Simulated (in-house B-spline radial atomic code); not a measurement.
Ionising the lanthanum ion La³⁺ with different functionals

Computed with an all-electron radial atomic-structure program (B-spline basis): scalar-relativistic (spin-free X2C) Hamiltonian, Fermi nucleus of rms radius 4.855 fm, spin-polarised at highest spin, spherical fractional occupations for the functionals, and exact exchange of hybrids averaged over the configuration. The ionisation energy is the difference of two self-consistent energies, [Kr] 4d10 5s2 5p6 → [Kr] 4d10 5s2 5p5, without Breit or QED terms; ε is the level of the shell that loses the electron (its least bound occupied spin orbital). There is no spin-orbit coupling in this Hamiltonian.

| method | rung | ΔSCF (eV) | -ε(5p) (eV) |
| --- | --- | --- | --- |
| PBE0 | global hybrid | 50.75 | 46.50 |
| B3LYP | global hybrid | 50.70 | 46.10 |
| TPSSh | global hybrid | 50.78 | 45.60 |
| BHandHLYP | global hybrid | 50.67 | 48.01 |
| r2SCAN0 | global hybrid | 51.02 | 46.83 |
| B97-1 | global hybrid | 50.65 | 46.15 |
| HSE06 | range-separated hybrid | 50.69 | 46.03 |
| wB97X | range-separated hybrid | 50.47 | 48.90 |
| CAM-B3LYP | range-separated hybrid | 50.69 | 47.91 |
| LC-wPBE | range-separated hybrid | 50.71 | 49.46 |

Task: Among the functionals, which spreads more, the ΔSCF values or the orbital energies?

Result: The orbital energies: ΔSCF values span about 0.55 eV and the orbital energies 3.86 eV; here energy differences depend much less on the functional than eigenvalues do.

Task: How do they compare with the NIST value?

Result: NIST lists 49.95 eV ± 0.06 (semi-empirical, ground level to ground level). Errors run from +0.52 to +1.07 eV; wB97X is closest (+0.52 eV), but part of that can be cancellation, since the calculations leave out spin-orbit coupling, Breit-QED terms, multiplet and fine-structure energies.
